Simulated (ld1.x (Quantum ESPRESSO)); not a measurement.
Configuration tests for bismuth (TM)

Bi (Z = 83), norm-conserving Troullier–Martins (Kleinman–Bylander form), made with ld1.x (Quantum ESPRESSO) 7.5 (PBE, scalar-relativistic). Core [Xe] 4f14, reference 5d10 6s2 6p3. Waves: 6s (bound): rc 1.80 bohr; 6p (bound): rc 2.10 bohr; 5d (bound): rc 1.15 bohr. Local part: the d channel. Core correction: none.

Energies are relative to the spin-unpolarised reference configuration 5d10 6s2 6p3; without spin polarisation the order of configurations can differ from experiment. Not all tests gave a result: 1 of 7 tests not solved or not reliable. Left out of the table: 5d9 6s2 6p3 (solver errors, printed error -37.5 eV).

| valence configuration | charge | ΔE all-electron (eV) | error AE − PS (meV) |
| --- | --- | --- | --- |
| 5d10 6s2 6p0 | +3 | 46.502 | -12 |
| 5d10 6s1 6p4 | 0 | 10.082 | -8.7 |
| 5d10 6s2 6p3.3 | -0.3 | -1.094 | +0.3 |
| 5d10 6s1 6p3 | +1 | 18.731 | -22 |

(1) What are ΔE and the potential's error for 5d10 6s2 6p2?

(2) What are ΔE and the potential's error for 5d10 6s2 6p1?

Levels in the configuration 5d10 6s2 6p1:

| level | all-electron (eV) | pseudo (eV) |
| --- | --- | --- |
| 5d | -44.533 | -44.492 |
| 6s | -30.705 | -30.714 |
| 6p | -19.194 | -19.193 |

Note: ghost states, extra bound levels that the all-electron valence spectrum of the same l lacks: s at -82.0 eV, p at -19.3 eV. A true bound ghost makes a file unfit for plane-wave use.

Results:

(1) ΔE = 7.913 eV all-electron; the error (AE − PS) is -6.8 meV.

(2) ΔE = 23.160 eV all-electron; the error (AE − PS) is -19 meV.
